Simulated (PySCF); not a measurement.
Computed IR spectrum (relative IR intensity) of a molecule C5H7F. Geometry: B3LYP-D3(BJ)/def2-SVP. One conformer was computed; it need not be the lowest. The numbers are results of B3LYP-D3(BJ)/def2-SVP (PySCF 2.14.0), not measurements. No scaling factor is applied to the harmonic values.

```csv
ν (cm⁻¹),relative intensity
186,3.2
308,3.0
427,5.0
578,6.2
785,5.2
870,34
934,23
940,4.1
979,18
1038,2.7
1092,27
1148,100
1200,6.8
1220,2.6
1240,11
1316,9.3
1368,64
1393,3.6
1445,12
1452,6.0
1459,19
1723,10
3018,24
3035,48
3042,66
3084,15
3099,23
3123,16
3184,16
```

### Question
Pick the molecule that these values belong to.
A. C=C(F)C1CC1
B. CC=C=C(C)F
C. CC1=CC[C@@H]1F
D. C[C@H]1C=C(F)C1

### Answer
C, CC1=CC[C@@H]1F
